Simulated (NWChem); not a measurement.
# Dipole moment of boron oxyfluoride (BFO)

```xyz
3

F      0.0000     0.0000    -1.1962
B      0.0000     0.0000     0.0865
O      0.0000     0.0000     1.2917
```
Charge 0, spin multiplicity 1.

The numbers come from NWChem runs, not from measurements. Structure: optimised with PBE0/def2-SVP, a minimum by its harmonic frequencies.

Basis set: def2-SVPD. The CCSD dipole comes from the Λ equations, without orbital relaxation.

The correlated methods keep 3 core orbitals frozen. B3LYP has NWChem's definition, with VWN1-RPA local correlation. No row is a measurement; the coupled-cluster row has its own basis-set and correlation limits.

```
method       dipole moment (D)
-----------  -----------------
LDA (SVWN5)               2.06
CCSD                      2.07
PBE                       2.06
HF                           ?
B3LYP                        ?
```

### Question
Complete the blanks.

### Answer

- HF, dipole moment (D): 2.43
- B3LYP, dipole moment (D): 2.14
